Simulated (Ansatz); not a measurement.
Stretching the Ge1–Cl3 bond in ClFGeH2 (SMILES [F][GeH2][Cl]) (multiplicity 1 held, fragments rigid). Energies count from the point at 2.151 Å.
Geometry at that point (charge 0, multiplicity 1):
```csv
atom,x (Å),y (Å),z (Å)
Ge,-0.4872,-0.2878,0.0418
F,-1.1704,1.3135,0.0343
Cl,1.6442,-0.0414,-0.1076
H,-0.8264,-0.9112,1.3962
H,-0.9993,-0.9971,-1.2124
```

Signs of static correlation in def2-SVP, with CASSCF(6,4), from Ansatz (a program for electronic structure) runs.

```csv
R (Å),T1 of restricted CCSD,⟨S²⟩ of UHF,largest double amplitude of restricted CCSD,weight of the CASSCF reference in MRCISD,CASSCF natural occupations
1.721,0.010,0.000,0.025,0.898,2.00 2.00 1.99 0.01
1.936,0.011,0.000,0.025,0.898,2.00 2.00 1.99 0.01
2.151,0.012,0.000,0.033,0.897,2.00 2.00 1.99 0.02
2.366,0.012,0.000,0.060,0.897,2.00 2.00 1.97 0.03
2.581,0.014,0.000,0.092,0.897,2.00 2.00 1.95 0.05
2.904,0.018,0.108,0.142,0.897,2.00 2.00 1.91 0.10
3.226,0.026,0.665,?,0.897,2.00 2.00 1.81 0.19
3.764,0.051,0.939,0.371,0.898,2.00 2.00 1.52 0.48
4.302,0.082,0.995,0.606,0.898,2.00 2.00 1.26 0.74
4.947,0.107,1.008,?,0.899,2.00 2.00 1.08 0.92
5.807,0.117,1.008,0.982,0.899,2.00 2.00 1.01 0.99
6.882,0.114,1.008,1.011,0.899,2.00 2.00 1.00 1.00
```

Q: Fill in the missing entries.

A: 
- 3.226, largest double amplitude of restricted CCSD: 0.206
- 4.947, largest double amplitude of restricted CCSD: 0.842

Doubts at one or more of the structures used: active orbitals that take no part (SC-NEVPT2 on CASSCF(6,4)/def2-SVP); a restricted determinant that unrestricted orbitals would lower (R-CCSD(T)/def2-SVP); other coupled-cluster roots lie near (R-CCSD(T)/def2-SVP); T1 above 0.05 (R-CCSD(T)/def2-SVP, U-CCSD(T)/def2-SVP); a spin-contaminated determinant (U-CCSD(T)/def2-SVP).
